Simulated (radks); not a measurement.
Nb4+, configuration [Kr] 4d1 (the NIST ground configuration). Method: scalar-relativistic Kohn-Sham, PBE, spin-unpolarised, spherical densities, finite nucleus; Fermi nuclear charge, rms radius 4.324 fm; computed with a radial shooting solver on a logarithmic mesh with Libxc functionals. Some entries of the table are withheld. Estimate them.

orbital,occ.,eigenvalue (hartree),<r^2> (bohr^2)
1s,2,-692.9074,0.001757
2s,2,-98.42199,0.02944
2p,6,-88.06841,0.02318
3s,2,-17.85593,0.2250
3p,6,-14.47116,0.2312
3d,10,-8.94064,(1)
4s,2,-3.80161,1.457
4p,6,-2.89444,(2)
4d,1,-1.59557,2.999

Answer. 
(1) 3d <r^2> (bohr^2): 0.2256
(2) 4p <r^2> (bohr^2): 1.780
